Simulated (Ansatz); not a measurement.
Ansatz (a quantum-chemistry and plane-wave program) input file for Ge(H)2(Cl)(OMe) (CH5ClGeO), SMILES C[O][GeH2][Cl], CAM-B3LYP/def2-SVPD. Coordinates come from a PBE-D3(BJ)/def2-SVP optimisation. The structure was generated by enumeration, and PubChem lists no compound with its InChIKey, so it may never have been made. Other conformers were not sampled.

Ansatz 0.2 input:
```yaml
crystal:
  periodic: [false, false, false]
  atoms:
    - {symbol: Ge, position_ang: [0.42774033, -0.23236151, -0.50928917]}
    - {symbol: Cl, position_ang: [0.84601523, 1.22242861, 1.06701544]}
    - {symbol: O, position_ang: [-1.04473014, -1.14544150, -0.07002680]}
    - {symbol: C, position_ang: [-2.26764594, -0.44645571, 0.10225891]}
    - {symbol: H, position_ang: [1.55236627, -1.28450812, -0.54926455]}
    - {symbol: H, position_ang: [0.19390808, 0.58315645, -1.80861958]}
    - {symbol: H, position_ang: [-2.21366601, 0.29311005, 0.93327807]}
    - {symbol: H, position_ang: [-2.58571134, 0.09427996, -0.82082227]}
    - {symbol: H, position_ang: [-3.05312999, -1.18949027, 0.35008033]}
basis:
  gaussian:
    orbitals: def2-SVPD
hamiltonian:
  xc: {name: CAM-B3LYP}
```

It prints:

```
Functional definition: CAM-B3LYP
integrals: 0.11 GiB planned
1384 factors; their error is unknown
integrals: 0.14 GiB planned
507 factors; integrals over basis functions are off by at most 2.5e-5 eV
mean field: 1.02 GiB planned
mean field evaluation 1: about -72192.4245 eV, gradient 4.9e1 eV
mean field evaluation 2: about -72186.9168 eV, gradient 7.5e1 eV
mean field evaluation 4: about -72196.8761 eV, gradient 2.8e0 eV
mean field evaluation 8: about -72196.8903 eV, gradient 2.5e-2 eV
mean field evaluation 16: about -72197.0689 eV, gradient 3.2e-5 eV
mean field -72197.06886480 eV, -2653.1933438506 hartree, gradient 3.2e-5 eV, S^2 0.000000; 0 other end points of the search recorded, 0 dependent functions left out
reference -72197.06899628 eV, -2653.1933486823 hartree; 34, 34 occupied and 114, 114 virtual orbitals, 1384 factors
Total energy: -72197.06899628 eV, -2653.1933486823 hartree
```

The run converged.
